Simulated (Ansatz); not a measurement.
The same path of BFH5NSi (9 atoms, charge 0, multiplicity 1) was run twice with different band settings. The coordinate that changes most is the dihedral N1–B2–Si3–H9.

Method: RKS PBE-D4/6-31G* (Ansatz 0.2.0).

Relaxed end points:

```xyz
9
Properties=species:S:1:pos:R:3
N -0.394 1.560 0.166
B 0.033 0.368 0.758
Si 0.271 -1.247 -0.434
F -0.537 -2.562 0.112
H -0.502 2.436 0.678
H -0.636 1.646 -0.822
H 0.273 0.382 1.940
H -0.230 -0.946 -1.831
H 1.723 -1.637 -0.568
```

```xyz
9
Properties=species:S:1:pos:R:3
N -0.740 1.301 0.502
B 0.477 0.627 0.380
Si 0.393 -1.181 -0.502
F -1.188 -1.439 -0.889
H -0.846 2.223 0.926
H -1.619 0.903 0.167
H 1.478 1.155 0.798
H 1.203 -1.278 -1.770
H 0.842 -2.312 0.389
```

Common settings: movable images 5; climbing image yes; optimiser quadratic models (default); start path through a guess of the saddle point; force threshold 0.05 eV/Å; iteration limit 60; end points relaxed.

| run | spring |
| --- | --- |
| 1 | 5.0 eV/Å² |
| 2 | 2.0 to 10.0 eV/Å², energy-weighted |

Task: What does each run give, and how far can it be trusted?

Result: Run 1: converged after 7 iterations, highest image 0.040 eV above the first end. A vibrational analysis at the climbing image gives one clearly imaginary mode, 97i cm⁻¹: a first-order saddle point.
Run 2: converged after 8 iterations, highest image 0.040 eV above the first end. Another band between the same ends (5 images) ends at a top of the same energy, where a vibrational analysis finds 1 clearly imaginary mode.
